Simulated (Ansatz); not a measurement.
`CC1=C[CH]1[SnH3]`, relaxed with RKS PBE0-D4/def2-TZVP in Ansatz from a PBE-D4/def2-SVP geometry. The force threshold is 0.005 eV/Å; the program also tests the step.

Total charge 0; spin multiplicity 1. Sn: def2 effective core potential.

Start:

```xyz
13

C     1.190    1.762   -0.356
C    -0.066    0.994   -0.361
C    -1.192    0.607   -0.908
C    -0.865   -0.021    0.433
Sn   -0.227   -2.106    0.622
H     1.290    2.406   -1.253
H     1.255    2.399    0.553
H     2.060    1.071   -0.314
H    -1.914    0.637   -1.731
H    -1.418    0.331    1.334
H     0.666   -2.386    2.086
H     0.797   -2.491   -0.726
H    -1.574   -3.202    0.620
```

```tsv
step	energy (eV)	largest force (eV/Å)	largest move (Å)
1	-10103.2556	1.153	0.000
2	-10103.3169	0.333	0.076
3	-10103.3256	0.054	0.029
4	-10103.3260	0.021	0.013
5	-10103.3262	0.012	0.005
6	-10103.3262	0.010	0.003
7	-10103.3263	0.011	0.013
8 (rejected)	-10103.3257	0.145	0.006
9	-10103.3263	0.005	0.003
10	-10103.3263	0.002	0.006
11 (rejected)	-10103.3263	0.008	0.008
12	-10103.3263	0.002	0.004
13	-10103.3263	0.003	0.010
```

End:

```xyz
13

C     1.180    1.739   -0.355
C    -0.068    0.973   -0.354
C    -1.179    0.596   -0.883
C    -0.853   -0.031    0.446
Sn   -0.223   -2.078    0.612
H     1.282    2.342   -1.259
H     1.225    2.398    0.517
H     2.036    1.061   -0.284
H    -1.890    0.625   -1.691
H    -1.391    0.331    1.327
H     0.643   -2.368    2.063
H     0.795   -2.435   -0.720
H    -1.556   -3.154    0.581
```

It took 24 s on 2 threads of an AMD EPYC 7R13 on a shared host and a share of an NVIDIA H100 80 GB, with 0.86 GiB of host memory at the peak.
